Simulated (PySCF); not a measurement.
## Correlation energy of Bi (bismuth, neutral)

[Xe] 4f14 5d10 6s2 6p3, high-spin 4S determinant. Calculation: PySCF 2.14, in aug-cc-pVQZ-PP with one added diffuse shell each of s, p, d, f, g type with ECP60MDF (8s8p6d4f3g, 117 functions); scalar relativity through the core potential. Frozen: 5s2 5p6 5d10; 5 electrons correlated.

MP2 pair energies summed by pair of shells (mhartree):

| pair | energy | share (%) |
| --- | --- | --- |
| 6s-6p | -35.90 | 64.0 |
| 6p-6p | -11.71 | 20.9 |
| 6s-6s | -8.46 | 15.1 |

Total MP2 correlation energy: -56.08 mhartree.

Same-spin part -15.60 and opposite-spin part -40.48 mhartree; SCS-MP2 scales them by 1/3 and 6/5 to -53.77 mhartree.

Spin-orbit coupling is strong in this species, so the high-spin LS determinant is a model state.
